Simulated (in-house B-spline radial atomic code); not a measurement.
Configurations of Ce, with energies counted from [Xe] 4f1 5d1 6s2. Level of theory: scalar-relativistic (X2C) AM05, spin-polarised, spherical fractional occupations, Fermi nucleus of rms radius 4.8771 fm; calculated with a radial B-spline atomic code at the basis-set limit. Shells without spins written out take the highest spin.

Occupations are held fixed; configurations that lie above the ionisation limit could autoionise.

| configuration | E - E(ref) (eV) | highest orbital | its <r> (bohr) |
| --- | --- | --- | --- |
| [Xe] 4f1 5d1 6s1 6d1 | 3.9685 | 6d up | 10.77 |
| [Xe] 4f(0 up, 1 down) 5d(0 up, 1 down) 6s(0 up, 1 down) 7f(1 up, 0 down) | 5.0237 | 7f up | 40.38 |
| [Kr] 4d10 4f1 5s2 5p5 5d1 6s2 6p1 | 22.784 | 6p up | 5.026 |
| [Kr] 4d10 4f1 5s2 5p5 5d1 5f1 6s2 | 26.198 | 5f up | 16.01 |
| [Kr] 4d10 4f(0 up, 1 down) 5s2 5p(2 up, 3 down) 5d(0 up, 1 down) 6s2 7f(0 up, 1 down) | 26.631 | 7f down | 38.49 |
| [Kr] 4d9 4f1 5s2 5p6 5d1 6s2 7p1 | 116.72 | 7p up | 12.01 |
| [Kr] 4d9 4f1 5s2 5p6 5d1 6s2 6f1 | 117.75 | 6f up | 26.43 |

Order these further configurations by energy, lowest first.
A. [Xe] 4f(0 up, 1 down) 5d(0 up, 1 down) 6s(1 up, 0 down) 6f(1 up, 0 down)
B. [Kr] 4d10 4f2 5s2 5p5 5d1 6s2
C. [Kr] 4d(5 up, 4 down) 4f(1 up, 0 down) 5s2 5p6 5d(0 up, 1 down) 6s2 7d(0 up, 1 down)
D. [Xe] 4f(1 up, 0 down) 5d(0 up, 1 down) 6s2
E. [Kr] 4d9 4f1 5s2 5p6 5d1 6s2 6p1

D (0.13287 eV), A (5.3383 eV), B (17.421 eV), E (114.04 eV), C (117.6 eV).

How far above the reference does [Kr] 4d10 4f1 5s2 5p5 5d1 6s2 6d1 lie?

25.503 eV; its least bound orbital is 6d up with <r> = 9.914 bohr.

How far above the reference does [Xe] 5d1 6s2 7p1 lie?

11.011 eV; its least bound orbital is 7p up with <r> = 12.05 bohr.

How far above the reference does [Xe] 4f2 5d1 6s1 lie?

0.1452 eV; its least bound orbital is 4f up with <r> = 1.422 bohr.
